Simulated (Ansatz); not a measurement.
**Ligand exchange: CH6OSn + C2H3F3O → CH6O2Sn + C2H3F3**

Gas-phase species: CH6OSn `C[O][SnH3]`, singlet; C2H3F3O (2,2,2-trifluoroethanol) `OCC(F)(F)F`, singlet; CH6O2Sn `C[O][SnH2][OH]`, singlet; C2H3F3 (1,1,1-trifluoroethane) `CC(F)(F)F`, singlet. The partners trade H for OH: Sn–H and C–OH bonds give way to Sn–OH and C–H.

Shapes, held fixed at every level: PBE0-D4/def2-TZVP. Flexible molecules stand in one conformer, not always the lowest. Programs: Ansatz 0.2.0. Electronic energies: no zero-point or thermal term.

```tsv
level	kind	ΔE (kJ/mol)	less CCSD(T)/def2-TZVPP	CPU time (sum over the molecules)
PBE-D4/def2-TZVPP	GGA	-115.7	+3.8	16 s
r2SCAN-D4/def2-TZVPP	meta-GGA	-121.9	-2.4	28 s
B3LYP-D4/def2-TZVPP	global hybrid	-119.7	-0.2	27 s
PBE0-D4/def2-TZVPP	global hybrid	-114.4	+5.1	17 s
wB97X-V/def2-TZVPP	range-separated hybrid	-117.0	+2.5	46 s
CCSD/def2-TZVPP	coupled cluster or CI	-118.7	+0.8	–
CCSD(T)/def2-TZVPP	coupled cluster or CI	-119.5	0.0	–
```

The highest level, CCSD(T)/def2-TZVPP, gives ΔE = -119.5 kJ/mol; the levels span -121.9 to -114.4. The column of differences is taken from that level and isn't an error. No measured value is set beside it here. For atoms past krypton def2 sets carry core potentials with scalar relativity. Outer-core shells of Sn are correlated, in sets that cover them unevenly. Times are processor times on shared x86 and Arm servers, and rough.
